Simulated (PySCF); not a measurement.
C2H8Si, SMILES C[SiH2]C. Atoms are numbered in the order given.

```xyz
11

Si     0.0000     0.0000    -0.5500
C      1.5525     0.0000     0.5124
C     -1.5525     0.0000     0.5124
H      0.0000     1.2076    -1.4373
H      0.0000    -1.2076    -1.4373
H      1.5877    -0.8906     1.1608
H      2.4626     0.0000    -0.1083
H      1.5877     0.8906     1.1608
H     -2.4626     0.0000    -0.1083
H     -1.5877    -0.8906     1.1608
H     -1.5877     0.8906     1.1608
```
Charge 0, spin multiplicity 1.

The structure is a stationary point at r2SCAN-D4/def2-SVP. The isomer is the one that the SMILES or the coordinates give; other isomers of the formula were not compared.

Calculation: PBE/def2-TZVPD (PySCF).

The molecule is in vacuum.

Computed frontier levels, gap, dipole moment and polarisability:
The highest occupied level is -7.51 eV and the lowest empty level comes out as -0.32 eV. The orbital gap is 7.19 eV. The dipole moment is 0.81 D, the quadrupole, principal values (traceless, Buckingham form, about the centre of nuclear charge) is -1.13, -0.21, 1.34 D·Å and the mean static polarisability is 57.8 bohr³ (8.57 Å³). The polarisability, principal values comes out as 52.4, 57.0, 64.1 bohr³.
